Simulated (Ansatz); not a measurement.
`N[B]([GeH3])CF` + `F[Si](F)(F)[SiH3]` → `F[Si](F)(F)[GeH3]` + `NB([SiH3])CF`  (redistribution)

Calculated with Ansatz (gas phase, PBE0-D4/def2-TZVP geometries, no zero-point term in ΔE). CCSD(T)/CBS adds triple-zeta CCSD(T) − MP2 to the extrapolated MP2 energy (def2 sets, frozen cores). DFT in def2-TZVPP. B3LYP here is the variant with VWN-RPA as its local correlation; programs differ in this. For Ge outer-core shells are correlated without core-valence functions, which leaves a few kJ/mol of doubt a bond. Scalar relativity is left out up to krypton. One conformer a species, not always the lowest.

`N[B]([GeH3])CF`:

```xyz
12

N     1.072    1.194    0.555
B     0.187    0.295   -0.024
Ge   -0.427   -1.371    1.039
C    -0.338    0.559   -1.490
F    -1.217   -0.428   -1.926
H     1.412    2.025    0.096
H     1.440    1.078    1.484
H     0.235   -1.390    2.437
H    -1.950   -1.394    1.257
H    -0.042   -2.685    0.337
H    -0.865    1.520   -1.556
H     0.492    0.599   -2.208
```

`F[Si](F)(F)[SiH3]`:

Cartesian coordinates in Å:
```
F 1.764 -0.884 1.091
Si 0.437 -1.005 0.239
F -0.566 -1.901 1.071
F 0.802 -1.815 -1.070
Si -0.470 1.081 -0.257
H -0.784 1.778 1.015
H 0.524 1.860 -1.035
H -1.706 0.886 -1.053
```

`F[Si](F)(F)[GeH3]`:

Z-matrix (Å, degrees):
```
Si
F 1 1.581
F 1 1.581 2 107.0
F 1 1.581 2 107.0 3 -114.4
Ge 1 2.364 2 111.9 3 122.8
H 5 1.533 1 109.1 2 -179.3
H 5 1.533 1 109.1 2 60.7
H 5 1.533 1 109.1 2 -59.3
```

`NB([SiH3])CF`:

Z-matrix (Å, degrees):
```
Si
B 1 2.024
H 1 1.491 2 111.6
H 1 1.491 2 111.6 3 -119.6
H 1 1.492 2 111.1 3 120.2
C 2 1.577 1 121.5 3 59.9
N 2 1.384 1 120.8 3 -120.1
F 6 1.399 2 112.3 1 180.0
H 6 1.097 2 111.4 1 59.4
H 6 1.097 2 111.4 1 -59.5
H 7 1.005 2 124.4 1 0.0
H 7 1.009 2 121.1 1 180.0
```

```json
{"level": "PBE-D4", "ΔE (kJ/mol)": "-16.4", "difference from CCSD(T)/CBS": "-3.0"}
{"level": "r2SCAN-D4", "ΔE (kJ/mol)": "-16.6", "difference from CCSD(T)/CBS": "-3.2"}
{"level": "PBE0-D4", "ΔE (kJ/mol)": "-15.5", "difference from CCSD(T)/CBS": "-2.1"}
{"level": "B3LYP-D4", "ΔE (kJ/mol)": "-15.5", "difference from CCSD(T)/CBS": "-2.1"}
{"level": "ωB97X-V", "ΔE (kJ/mol)": "-14.5", "difference from CCSD(T)/CBS": "-1.1"}
{"level": "ωB97M-V", "ΔE (kJ/mol)": "-16.1", "difference from CCSD(T)/CBS": "-2.7"}
{"level": "B2PLYP", "ΔE (kJ/mol)": "-15.3", "difference from CCSD(T)/CBS": "-1.9"}
{"level": "PBE", "ΔE (kJ/mol)": "-16.7", "difference from CCSD(T)/CBS": "-3.3"}
{"level": "r2SCAN", "ΔE (kJ/mol)": "-16.6", "difference from CCSD(T)/CBS": "-3.2"}
{"level": "PBE0", "ΔE (kJ/mol)": "-15.7", "difference from CCSD(T)/CBS": "-2.3"}
{"level": "B3LYP", "ΔE (kJ/mol)": "-15.9", "difference from CCSD(T)/CBS": "-2.5"}
{"level": "HF/def2-TZVPP", "ΔE (kJ/mol)": "-12.0", "difference from CCSD(T)/CBS": "1.4"}
{"level": "MP2/def2-TZVPP", "ΔE (kJ/mol)": "-13.6", "difference from CCSD(T)/CBS": "-0.2"}
{"level": "SCS-MP2/def2-TZVPP", "ΔE (kJ/mol)": "-13.2", "difference from CCSD(T)/CBS": "0.2"}
{"level": "CCSD/def2-TZVPP", "ΔE (kJ/mol)": "-13.1", "difference from CCSD(T)/CBS": "0.3"}
{"level": "CCSD(T)/def2-TZVPP", "ΔE (kJ/mol)": "-13.6", "difference from CCSD(T)/CBS": "-0.2"}
{"level": "HF/def2-QZVPP", "ΔE (kJ/mol)": "-13.0", "difference from CCSD(T)/CBS": "0.4"}
{"level": "MP2/def2-QZVPP", "ΔE (kJ/mol)": "-13.8", "difference from CCSD(T)/CBS": "-0.4"}
{"level": "SCS-MP2/def2-QZVPP", "ΔE (kJ/mol)": "-13.5", "difference from CCSD(T)/CBS": "-0.1"}
{"level": "HF/CBS(def2)", "ΔE (kJ/mol)": "-13.1", "difference from CCSD(T)/CBS": "0.3"}
{"level": "MP2/CBS(def2)", "ΔE (kJ/mol)": "-13.3", "difference from CCSD(T)/CBS": "0.1"}
{"level": "CCSD/CBS(def2)", "ΔE (kJ/mol)": "-12.9", "difference from CCSD(T)/CBS": "0.5"}
{"level": "CCSD(T)/CBS", "ΔE (kJ/mol)": "-13.4", "difference from CCSD(T)/CBS": "0"}
```

Largest T1 diagnostic among the species: 0.013.
